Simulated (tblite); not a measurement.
Compound: C₅H₁₁ClGe.
Atom-mapped SMILES: `[CH3:1][C@@H:2]1[CH2:3][C@@H:4]([Cl:5])[CH2:6][GeH2:7]1` (hydrogens: H8, H9, H10 on C1; H11 on C2; H12, H13 on C3; H14 on C4; H15, H16 on C6; H17, H18 on Ge7)

Computed with GFN2-xTB (tblite), gas phase: L-BFGS steps from a force-field or distance-geometry start until the largest atomic force falls under 0.01 eV/Å.

Step 24: E = -619.6721 eV
```
atom  x, y, z in Å  |  force x, y, z in eV/Å
C1      2.2190   -0.6557   -0.2820    0.062   0.064   0.077
C2      0.7980   -0.3225    0.2017    0.151  -0.094  -0.065
C3     -0.2352   -1.0760   -0.6493    0.012   0.023  -0.025
C4     -1.6124   -0.4054   -0.7246   -0.263  -0.159   0.119
Cl5    -2.7402   -1.2658    0.4175    0.209   0.244  -0.096
C6     -1.6141    1.0988   -0.4321   -0.104  -0.141  -0.036
Ge7     0.2137    1.5866    0.1394   -0.149  -0.040   0.100
H8      2.8905   -0.7384    0.5725    0.017  -0.006  -0.101
H9      2.6271    0.1154   -0.9446   -0.193  -0.138   0.066
H10     2.2316   -1.6057   -0.8289    0.023   0.197   0.230
H11     0.6932   -0.6347    1.2477   -0.021  -0.071  -0.141
H12    -0.3383   -2.0971   -0.2715   -0.060   0.075  -0.021
H13     0.1388   -1.1722   -1.6716    0.047   0.198  -0.030
H14    -2.0529   -0.6004   -1.7055   -0.006  -0.031   0.047
H15    -1.9484    1.6505   -1.3125    0.009  -0.058   0.058
H16    -2.3236    1.3184    0.3670    0.020   0.002  -0.092
H17     0.9039    2.4808   -0.8531    0.089  -0.010  -0.015
H18     0.1404    2.3298    1.4533    0.159  -0.054  -0.075
```

Step 25: E = -619.6891 eV
```
atom  x, y, z in Å  |  force x, y, z in eV/Å
C1      2.2153   -0.6741   -0.2656    0.153   0.058  -0.020
C2      0.7936   -0.3206    0.1898    0.244   0.008  -0.008
C3     -0.2291   -1.0607   -0.6788    0.065   0.005   0.030
C4     -1.6116   -0.4036   -0.7179   -0.203  -0.207   0.083
Cl5    -2.6975   -1.2639    0.4540    0.162   0.197  -0.010
C6     -1.6113    1.1000   -0.4339   -0.106  -0.144  -0.041
Ge7     0.2137    1.5870    0.1347   -0.111   0.090   0.075
H8      2.8929   -0.7225    0.5876   -0.051  -0.007  -0.086
H9      2.6288    0.0609   -0.9644   -0.202  -0.083   0.072
H10     2.2244   -1.6440   -0.7754    0.033   0.153   0.237
H11     0.6724   -0.6170    1.2372   -0.062  -0.165  -0.107
H12    -0.3112   -2.0888   -0.3215   -0.108  -0.013  -0.028
H13     0.1484   -1.1287   -1.7034   -0.012   0.228  -0.006
H14    -2.0768   -0.6134   -1.6811   -0.040  -0.006  -0.062
H15    -1.9507    1.6445   -1.3147   -0.001  -0.018   0.015
H16    -2.3139    1.3251    0.3678   -0.037   0.001  -0.072
H17     0.8857    2.5107   -0.8472    0.088  -0.041   0.007
H18     0.1182    2.3155    1.4563    0.189  -0.056  -0.078
```

**Question.** Estimate the geometry and energy of step 26. (The exact step hangs on the optimiser's Hessian estimate; all steps are aligned on step 25, rigid shifts and turns removed.)

**Answer.** E = -619.7073 eV, largest force 0.269 eV/Å
```
atom  x, y, z in Å  |  force x, y, z in eV/Å
C1      2.2139   -0.6951   -0.2474    0.167   0.042  -0.090
C2      0.7928   -0.3174    0.1754    0.227   0.098   0.046
C3     -0.2209   -1.0433   -0.7126    0.091   0.001   0.069
C4     -1.6138   -0.4058   -0.7092   -0.031  -0.178  -0.015
Cl5    -2.6438   -1.2591    0.4988    0.086   0.108   0.108
C6     -1.6101    1.0982   -0.4369   -0.082  -0.108  -0.034
Ge7     0.2119    1.5906    0.1295   -0.044   0.164   0.009
H8      2.8936   -0.7048    0.6049   -0.076   0.019  -0.058
H9      2.6284   -0.0057   -0.9880   -0.167  -0.011   0.066
H10     2.2175   -1.6879   -0.7067    0.038   0.082   0.212
H11     0.6468   -0.6000    1.2221   -0.081  -0.247  -0.068
H12    -0.2808   -2.0808   -0.3813   -0.133  -0.060  -0.060
H13     0.1585   -1.0714   -1.7403   -0.087   0.227   0.044
H14    -2.1059   -0.6277   -1.6541   -0.066  -0.004  -0.133
H15    -1.9533    1.6376   -1.3169   -0.015   0.006  -0.047
H16    -2.3037    1.3331    0.3672   -0.112  -0.006  -0.038
H17     0.8659    2.5474   -0.8404    0.070  -0.090   0.047
H18     0.0941    2.2985    1.4595    0.216  -0.043  -0.061
```

The energy changes by -0.0183 eV. The first-order estimate −F·Δx gives -0.0247 eV and the mean of the old and new forces, exact on a quadratic surface, -0.0185 eV. The step makes an angle of 80° with the force vector and moves no atom by more than 0.082 Å.

The cost below is that of the whole relaxation. Hardware: an Arm Neoverse N1 with one thread, no GPU, shared host. Cost: 1.5 s of wall time.
